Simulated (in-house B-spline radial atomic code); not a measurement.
A run on an ion of nuclear charge 21 with 21.6 electrons that did not converge. Method: scalar-relativistic (X2C) TPSSh, spin-polarised, spherical fractional occupations, Fermi nucleus of rms radius 3.5459 fm; computed with an all-electron radial atomic-structure program (B-spline basis).

Command:
```bash
python run_scf.py task.json out
```
Settings (nuclear radius in fm, mass in u):
```
Z                21
configuration    [Ar] 3d1.6 4s2
hamiltonian      x2c
method           tpssh
spin_polarised   True
nucleus          fermi
rms_radius       3.5459
atomic_mass      44.95591
speed_of_light   137.035999084
```

First and last ten iterations of the last attempt (damped for 15 steps, keeping 80 % of the old Fock matrix, then DIIS):
```
 iter        energy (Eh)    residual
    1        -763.791374    4.49e-02
    2        -763.770412    7.77e-02
    3        -763.982335    4.91e-02
    4        -764.093692    3.05e-02
    5        -764.149654    1.98e-02
    6        -764.176163    1.46e-02
    7        -764.187908    1.09e-02
    8        -764.192845    7.98e-03
    9        -764.194928    5.85e-03
   10        -764.195892    4.61e-03
  111        -763.799733    3.65e-02
  112        -763.801741    3.63e-02
  113        -763.801725    3.63e-02
  114        -763.801235    3.64e-02
  115        -764.127605    1.53e-02
  116        -764.065802    2.11e-02
  117        -763.646985    3.63e-02
  118        -763.264523    6.26e-02
  119        -763.299005    5.55e-02
  120        -763.290952    5.39e-02
 not converged after 120 iterations
```

The smallest residual met was 3.5e-04; the threshold is about 2e-07. No energy from this run should be used. The likely cause: this method binds the added charge weakly or not at all at the basis-set limit, so charge moves back and forth between the atom and the box. Cost of the run: 4.9 s on 1 thread of Arm Neoverse V1, on a shared host.
